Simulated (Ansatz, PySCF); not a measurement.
Process, species as SMILES: CCCCC=O -> [CH2]C + [CH2]CC=O (the C-C bond at the site shown breaks; other sites are not compared here)
Geometries: B3LYP-D3(BJ)/def2-TZVP minima from Ansatz (a quantum-chemistry and plane-wave program), one conformer each, not searched for the lowest.
Geometry of the first species:
```xyz
16

C     -2.8458    -0.2890    -0.3223
C     -1.4366    -0.6095    -0.8115
C     -0.3516     0.0296     0.0516
C      1.0540    -0.2890    -0.4349
C      2.1628     0.3166     0.3806
O      2.0079     1.0084     1.3534
H     -2.9965    -0.6454     0.6993
H     -3.6035    -0.7559    -0.9539
H     -3.0261     0.7885    -0.3252
H     -1.2934    -1.6951    -0.8296
H     -1.3227    -0.2713    -1.8469
H     -0.4568    -0.3033     1.0875
H     -0.4861     1.1142     0.0746
H      1.2333    -1.3722    -0.4619
H      1.2041     0.0410    -1.4716
H      3.1871     0.0795     0.0192
```
Charge 0, spin multiplicity 1.

Quantity: bond dissociation energy (0 K, with B3LYP-D3(BJ) harmonic zero-point energies from PySCF), in eV. Valence correlation only, unless marked. UHF or UKS for open shells. Spin-orbit coupling is left out. No relativistic terms. CBS marks a two-point X^-3 extrapolation of the correlation energy; Hartree-Fock from the larger set. [CCSD(T)-MP2]/basis is that difference in the basis named.

RI-MP2/CBS(aug-cc-pVTZ,aug-cc-pVQZ)+[CCSD(T)-MP2]/aug-cc-pVTZ (Ansatz) gives 3.78 eV.

Question: Another calculation gave 3.52 eV. Which level was it?
(A) B3LYP/def2-TZVPD (Ansatz)
(B) SVWN5/def2-TZVPD (Ansatz)
(C) wB97M-V/def2-TZVPD (Ansatz)
(D) PBE0/def2-TZVPD (Ansatz)

Answer: D, PBE0/def2-TZVPD (Ansatz). The others give 3.34 (B3LYP), 3.75 (wB97M-V), 4.33 (SVWN5) eV.
